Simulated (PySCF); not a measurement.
**How the method moves the HOMO and LUMO of `N#CC1([SiH3])CC1`**

Species: C4H7NSi.
Structure used (PBE0-D3(BJ)/def2-SVP), in Å, numbered top down from 1:
```
atom  x, y, z in Å
N1     0.0014    1.8831    1.8885
C2    -0.0120    0.9822    1.1582
C3     0.0143   -0.1354    0.2558
Si4    1.7193   -0.5565   -0.4413
C5    -1.2063   -0.3618   -0.6252
C6    -0.9626   -1.2727    0.5217
H7     2.2575    0.5932   -1.2235
H8     2.6585   -0.9035    0.6636
H9     1.5266   -1.7372   -1.3367
H10   -2.0148    0.3690   -0.5463
H11   -1.0241   -0.7291   -1.6388
H12   -0.6095   -2.2893    0.3264
H13   -1.5985   -1.1746    1.4048
```

Basis pcSseg-1 throughout (PySCF), one geometry. Isolated species at its PBE0-D3(BJ)/def2-SVP geometry, gas phase.

How do the orbital energies, the gap and the dipole change with the method?

```csv
method,kind,HOMO (eV),LUMO (eV),gap (eV),μ (D),SCF cycles
BLYP,GGA,-7.13,-0.61,6.51,4.08,14
B97-D,GGA,-7.25,-0.63,6.61,4.13,15
OPBE,GGA,-7.26,-0.61,6.66,4.09,14
KT2,GGA,-7.28,-0.85,6.43,4.09,15
KT3,GGA,-7.29,-0.74,6.55,4.05,15
PBE,GGA,-7.29,-0.77,6.52,4.09,14
BP86,GGA,-7.40,-0.85,6.55,4.14,14
LDA,LDA,-7.48,-1.05,6.43,4.18,14
B97-2,global hybrid,-8.28,0.15,8.43,4.20,13
B3LYP,global hybrid,-8.30,-0.05,8.24,4.17,14
PBE0,global hybrid,-8.54,0.14,8.69,4.21,14
mPW1PW91,global hybrid,-8.57,0.16,8.73,4.23,14
BHandHLYP,global hybrid,-9.65,1.08,10.73,4.29,12
CAM-B3LYP,range-separated hybrid,-9.87,1.21,11.07,4.19,12
wB97X-D,range-separated hybrid,-10.40,1.93,12.32,4.25,13
LC-wPBE,range-separated hybrid,-11.27,2.38,13.64,4.20,13
HF,Hartree–Fock,-11.36,3.37,14.73,4.47,12
```

The HOMO spans 4.24 eV, from BLYP down to HF, and the gap runs from 6.43 eV (KT2) to 14.73 eV (HF). Over the methods BLYP (0 %), B97-D (0 %), OPBE (0 %), KT2 (0 %), KT3 (0 %), PBE (0 %), BP86 (0 %), LDA (0 %), B97-2 (21 %), B3LYP (20 %), PBE0 (25 %), mPW1PW91 (25 %), BHandHLYP (50 %), HF (100 %), a straight line through the gap against the share of exact exchange rises by 0.83 eV for each 10 % (correlation coefficient 0.999). The dipole ranges from 4.05 D (KT3) to 4.47 D (HF). This basis has no diffuse functions.
